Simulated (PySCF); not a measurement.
Sb(Br)(OH)2 (BrH2O2Sb), SMILES [Br][Sb]([OH])[OH].

The structure is a stationary point at B3LYP-D3(BJ)/def2-SVP. The structure was generated by enumeration; whether it is a known compound was not checked. The def2 effective core potentials stand for the cores of Sb; spin–orbit coupling is left out. One conformer was computed; it need not be the lowest.

Two levels are set side by side: TDA-PBE/def2-SVPD (PySCF) and TDA-ωB97X/def2-SVPD (PySCF). Vertical, same geometry. The lowest singlet is HOMO→LUMO 51 %, HOMO−1→LUMO 41 % with PBE and HOMO→LUMO 74 %, HOMO−2→LUMO 18 % with the other functional; states are paired by order. Differences are taken from unrounded values.

```csv
quantity,TDA-ωB97X,TDA-PBE,TDA-PBE minus TDA-ωB97X
lowest singlet excitation (eV),5.56,4.65,-0.91
lowest triplet excitation (TDA) (eV),4.58,4.14,-0.45
```

Functionals without exact exchange tend to place singlet excitations lower, as here. Differences between two approximate levels are no errors against the true value.

Rough cost on one machine, each run with all the roots and properties that it gave: TDA-ωB97X against TDA-PBE about 4 times.
